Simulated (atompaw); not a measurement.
# barium: one change to a PAW (atompaw) potential, before and after

barium (Ba), PAW, made with atompaw 4.2.0.5 (PBEsol, non-relativistic). Core [Kr] 4d10, reference 5s2 5p6 5d0 6s2 6p0. Waves: 5s (bound): rc 3.00 bohr; 6s (bound): rc 2.80 bohr; 5p (bound): rc 2.50 bohr; 6p (bound, empty): rc 3.00 bohr; 5d (bound, empty): rc 2.95 bohr; 5d channel at 2.15 Ry: rc 2.95 bohr. Local part: bessel scheme, radius 2.45 bohr. Core correction: smooth core density matched at 1.75 bohr. Augmentation charge: sinc compensation charge, radius 2.80 bohr; PAW radius 3.00 bohr; waves and projectors: modrrkj vanderbiltortho.

All-electron outer shells of the reference configuration (PBEsol, non-relativistic, ld1.x):

```csv
shell,level (eV),outermost node (bohr),outermost maximum (bohr)
4d,-93.35,0.32,0.70
5s,-31.42,0.83,1.53
5p,-18.95,0.87,1.69
6s,-3.15,2.05,4.32
5d,-2.61,0.99,2.37
6p,-1.34,2.38,5.40
```

Change: wave 5s (bound): rc 3.00 bohr becomes 5s (bound): rc 1.72 bohr.

Cutoffs: the cutoffs (Ry, on a coarse ladder) from which the occupation-weighted sum of valence levels, in a spherical-Bessel basis at the reference potential, stays within 10 and 1 mRy of its value at 400 Ry; they do not see the model core or the augmentation charge, which bear on the density cutoff.

**Question.** What does the change do?

**Answer.** The potential gets harder (10 Ry and 18 Ry → 15 Ry and 35 Ry); neither file shows a bound ghost.

| quantity | base | changed |
| --- | --- | --- |
| cutoff, loose | 10 Ry | 15 Ry |
| cutoff, tight | 18 Ry | 35 Ry |
| loose cutoff by channel (10 mRy a level) | s 6 Ry, p 8 Ry | s 15 Ry, p 8 Ry |
| bound ghosts | none | none |
| s: phases at 3.01 bohr within 0.05 rad from the reference energy up to (Ry; the scan ends near 5) | 3.9 | 3.3 |
| p: phases at 3.01 bohr within 0.05 rad from the reference energy up to (Ry; the scan ends near 5) | to the end of the scan | to the end of the scan |
| d: phases at 3.01 bohr within 0.05 rad from the reference energy up to (Ry; the scan ends near 5) | n/a | n/a |
| lowest overlap eigenvalue by channel | s 0.38, p 0.84, d 1.00 | s 0.18, p 0.84, d 1.00 |

 The cutoffs see the waves, projectors and local potential, not the compensation charge or the core.
